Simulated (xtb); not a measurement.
xtb input (GFN-FF):

```bash
xtb mol.xyz --gfnff --opt tight --chrg 0 --uhf 0
```
mol.xyz:
```
13

C      1.48334190    -1.07746449     0.13514852
Si    -0.01068474     0.03828163    -0.00162366
C     -1.51970134    -0.89943384    -0.54427400
O     -0.25223363     0.80115323     1.45177148
O      0.20998776     1.22327015    -1.12641834
H      1.32833726    -1.86924308     0.87305721
H      2.37441024    -0.51637668     0.42695642
H      1.69263035    -1.55802326    -0.82309486
H     -1.38400079    -1.31289117    -1.54593997
H     -1.73548167    -1.72672577     0.13562771
H     -2.39033627    -0.24156111    -0.56529181
H      0.07530448     0.37536595     2.24645949
H      0.74484620     1.97951513    -0.87311535
```

End of the output:

```
         :::::::::::::::::::::::::::::::::::::::::::::::::::::
         ::                     SUMMARY                     ::
         :::::::::::::::::::::::::::::::::::::::::::::::::::::
         :: total energy              -1.711436081687 Eh    ::
         :: gradient norm              0.000171954028 Eh/a0 ::
         ::.................................................::
         :: bond energy               -1.666424365137 Eh    ::
         :: angle energy               0.008450010774 Eh    ::
         :: torsion energy             0.000775523394 Eh    ::
         :: repulsion energy           0.092202564763 Eh    ::
         :: electrostat energy        -0.140444682026 Eh    ::
         :: dispersion energy         -0.005764673013 Eh    ::
         :: HB energy                 -0.000000000600 Eh    ::
         :: XB energy                  0.000000000000 Eh    ::
         :: bonded atm energy         -0.000230459842 Eh    ::
         :: external energy            0.000000000000 Eh    ::
         :: add. restraining           0.000000000000 Eh    ::
         :: total charge              -0.000000000000 e     ::
         :::::::::::::::::::::::::::::::::::::::::::::::::::::

           -------------------------------------------------
          |                Property Printout                |
           -------------------------------------------------

molecular dipole:
                 x           y           z       tot (Debye)
 q only:        0.019      -0.819       0.258       2.182
           -------------------------------------------------
          |                Geometry Summary                 |
Note: The following floating-point exceptions are signalling: IEEE_UNDERFLOW_FLAG IEEE_DENORMAL
normal termination of xtb
           -------------------------------------------------

      molecular mass/u    :       92.1693064
   center of mass at/Å    :        0.0583769       0.0595765      -0.0148627
  moments of inertia/u·Å² :        0.1427018E+03   0.1471233E+03   0.1502078E+03
rotational constants/cm⁻¹ :        0.1181319E+00   0.1145817E+00   0.1122288E+00

 * 12 selected distances

     #   Z          #   Z                                           value/Å
     1   6 C        2  14 Si                                      1.8682932
     2  14 Si       3   6 C                                       1.8684319 (max)
     2  14 Si       4   8 O                                       1.6673931
     2  14 Si       5   8 O                                       1.6683350
     1   6 C        6   1 H                                       1.0857698
     1   6 C        7   1 H                                       1.0853388
     1   6 C        8   1 H                                       1.0856167
     3   6 C        9   1 H                                       1.0855950
     3   6 C       10   1 H                                       1.0857691
     3   6 C       11   1 H                                       1.0853119
     4   8 O       12   1 H                                       0.9784229
     5   8 O       13   1 H                                       0.9757165 (min)

 * 4 distinct bonds (by element types)

   Z      Z             #   av. dist./Å        max./Å        min./Å
   1 H    6 C           6     1.0855669     1.0857698     1.0853119
   1 H    8 O           2     0.9770697     0.9784229     0.9757165
   6 C   14 Si          2     1.8683625     1.8684319     1.8682932
   8 O   14 Si          2     1.6678640     1.6683350     1.6673931

optimized geometry written to: xtbopt.xyz

           -------------------------------------------------
          | TOTAL ENERGY               -1.711436081687 Eh   |
          | GRADIENT NORM               0.000171954028 Eh/α |
           -------------------------------------------------
########################################################################
[WARNING] Runtime exception occurred
-1- gfnff_setup: Could not read topology file.
########################################################################

------------------------------------------------------------------------
------------------------------------------------------------------------
 total:
 SCF:
 ANC optimizer:
```
